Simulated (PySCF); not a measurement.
dihydroxy(hydroxysilyl)silane (H6O3Si2), SMILES O[SiH2][SiH](O)O.

Geometry optimised at ωB97X-D3(BJ)/def2-SVP. Other conformers were not sampled.

These are TDA-PBE/def2-SVPD run with PySCF values and carry that method's errors.

Vertical excitations. 

| state | energy (eV) | λ (nm) | f | main pairs |
|---|---|---|---|---|
| S1 | 5.46 | 227 | 0.013 | HOMO→LUMO 97 % |
| S2 | 5.94 | 209 | 0.004 | HOMO−1→LUMO 97 % |
| S3 | 6.02 | 206 | 0.008 | HOMO−2→LUMO 96 % |
| S4 | 6.19 | 200 | 0.014 | HOMO→LUMO+1 93 % |
| S5 | 6.25 | 198 | 0.007 | HOMO−3→LUMO 94 % |
| S6 | 6.71 | 185 | 0.010 | HOMO−1→LUMO+1 77 %, HOMO−2→LUMO+1 19 % |
| S7 | 6.85 | 181 | 0.022 | HOMO−2→LUMO+1 64 %, HOMO−3→LUMO+1 14 %, HOMO−1→LUMO+1 14 % |
| S8 | 6.95 | 178 | 0.045 | HOMO→LUMO+2 90 % |
| S9 | 7.04 | 176 | 0.027 | HOMO−3→LUMO+1 76 % |
| S10 | 7.15 | 173 | 0.003 | HOMO→LUMO+3 86 % |
| T1 | 4.96 | 250 | 0 | HOMO→LUMO 98 % |
| T2 | 5.61 | 221 | 0 | HOMO→LUMO+1 96 % |
| T3 | 5.69 | 218 | 0 | HOMO−1→LUMO 89 % |
| T4 | 5.84 | 212 | 0 | HOMO−2→LUMO 89 % |
Triplets are in the Tamm–Dancoff approximation.
